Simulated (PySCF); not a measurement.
Computed data sheet: `FC(F)([SiH3])[SiH2]P`

Compound: CH7F2PSi2.
Z-matrix (Å and degrees, GFN2-xTB geometry), rows numbered from 1:
```
F 
C   1  1.3834
F   2  1.3866  1  103.75
Si  2  1.9372  1  108.04  3   114.41
Si  2  1.9388  1  107.83  3  -113.98
P   5  2.2320  2  104.51  1   173.44
H   4  1.4599  2  105.98  1  -175.61
H   4  1.4585  2  106.58  1   -55.23
H   4  1.4611  2  105.18  1    64.07
H   5  1.4645  2  106.88  1    48.00
H   5  1.4641  2  106.68  1   -70.35
H   6  1.3838  5   95.28  2  -164.98
H   6  1.3848  5   95.51  2   -71.67
```

Structural features include: C–F bond, Si–H bond and C–Si bond.

GFN2-xTB geometry:

```
Point group of the GFN2-xTB geometry                  : C1
Rotational constants A, B, C of the GFN2-xTB geometry : 2.422, 1.157, 0.993 GHz
```

From wB97X-D/def2-SVPD ground state and vertical TDDFT (core frozen in the response) (PySCF):

```
Dipole moment                                                     : 1.76 D
HOMO energy                                                       : -9.65 eV
LUMO energy                                                       : 1.54 eV
HOMO–LUMO gap                                                     : 11.19 eV
Lowest singlet excitation                                         : 6.59 eV (188 nm, f = 0.022)
Strongest line among the 8 lowest singlet transitions             : S6 at 7.28 eV (170 nm, f = 0.107)
Lowest triplet excitation (Tamm–Dancoff)                          : 5.86 eV
Static isotropic polarisability                                   : 94.2 au
Electronic spatial extent ⟨r²⟩ about the centre of nuclear charge : 1239 bohr²
```

Monoisotopic mass (most abundant isotopes): 143.9792 u.

A dipole of 1.76 D is allowed in C1, and pure rotational transitions are dipole-allowed. The dipole equals about 5.9 × 10⁻³⁰ C·m (1 D = 3.33564 × 10⁻³⁰ C·m). The rotational constants make it an asymmetric top with κ = (2B − A − C)/(A − C) = -0.77, nearer the prolate limit (−1). No computed singlet falls in the visible range (750 to 380 nm, 1.65 to 3.26 eV); S1 lies 3.33 eV above its blue end.

One conformer (not necessarily the lowest) at the GFN2-xTB geometry, without solvent, vibrations or thermal averaging.
